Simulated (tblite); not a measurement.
Species: C6H6F (charge +1).
Cartesian coordinates in Å at the GFN2-xTB level; atoms count from 1:
```xyz
13
C6H6F angstrom
C     -3.5393    0.4458    0.6207
C     -2.4518   -0.0053    0.3461
C     -1.2181   -0.5707    0.0263
F     -1.1952   -1.8654   -0.1534
C     -0.0456    0.1661   -0.1056
C      1.1607   -0.4192   -0.4249
C      2.4016    0.3022   -0.5737
H     -4.4821    0.8566    0.8622
H     -0.1144    1.2339    0.0533
H      1.1905   -1.4946   -0.5774
H      2.3085    1.3722   -0.4095
H      3.1565   -0.1238    0.0982
H      2.8242    0.1028   -1.5660
```

Calculated harmonic vibrations of the isolated species, GFN2-xTB (tblite), most abundant isotopes, no scaling. This tight-binding method is rough: wavenumbers can miss measured ones by several per cent, in bad cases by 10 to 20. One conformer, not necessarily the lowest.

Harmonic wavenumbers (cm⁻¹): 104.5, 114.3, 142.2, 188.6, 214.7, 295.9, 377.3, 465.7, 554.0, 596.6, 700.4, 702.2, 778.4, 879.1, 916.8, 940.3, 969.2, 1151.6, 1215.7, 1256.0, 1287.0, 1310.5, 1351.3, 1392.7, 1450.7, 1545.2, 2194.9, 2910.2, 2956.4, 3027.0, 3066.5, 3085.4, 3316.6.

A = 6961, B = 1353, C = 1141 MHz; mass 97.045 u (most abundant isotopes); point group Cs, symmetry number 1.

**Question.** What is the zero-point energy?

**Answer.** Half the sum of the wavenumbers: 20729 cm⁻¹ = 247.97 kJ/mol.

**Question.** Give the ideal-gas entropy at 400 K and 1 bar in the rigid-rotor, harmonic-oscillator model (classical rotation).

**Answer.** Translation 172.02, rotation 119.96, vibration 111.66: S = 403.6 J/(mol K).

**Question.** And Cp and H(400 K) − H(0)?

**Answer.** Cp = 150.81 J/(mol K), of which vibrations give 117.56 (their classical limit is 33 R = 274.4); H(400 K) − H(0) = 37.51 kJ/mol without the zero-point energy, 24.21 from vibrations.

**Question.** How do the functions run with temperature in this model?

**Answer.** 
```tsv
T (K)	S (J/(mol K))	Cp (J/(mol K))	H − H(0) (kJ/mol)	G − H(0) (kJ/mol)	ln q(vib)
100	265.0	65.5	4.63	-21.88	0.74
200	319.9	95.5	12.71	-51.27	2.49
300	364.1	124.4	23.72	-85.52	4.32
500	439.7	172.9	53.74	-166.14	7.95
800	531.8	218.3	113.04	-312.42	13.08
1000	582.7	237.9	158.76	-423.99	16.21
```

q(vib) and H(0) count from the zero-point level.

**Question.** Which modes carry the vibrational entropy at 400 K?

**Answer.** 104.5 cm⁻¹: 16.50; 114.3 cm⁻¹: 15.76; 142.2 cm⁻¹: 13.98; 188.6 cm⁻¹: 11.70; 214.7 cm⁻¹: 10.67; 295.9 cm⁻¹: 8.18 J/(mol K); the other 27 give 34.87 together.

**Question.** Blend soft modes into free rotors: weight 1/[1 + (100 cm⁻¹/ν̃)⁴] for the oscillator and the rest for a rotor with moment μB/(μ + B), μ = h/(8π²ν), B = 10⁻⁴⁴ kg m². What vibrational entropy results?

**Answer.** 108.35 J/(mol K) in place of 111.66, which changes −T·S at 400 K by +1.32 kJ/mol.

Hindered rotation and anharmonicity are outside this model. Other conformers, if any are populated, would add a mixing term that is left out.

Hardware: one thread of an Intel Xeon Platinum 8488C, shared host with 96 logical CPUs at a one-minute load of 25. Cost: 0.27 s wall. This covers the Hessian and the dipole derivatives.
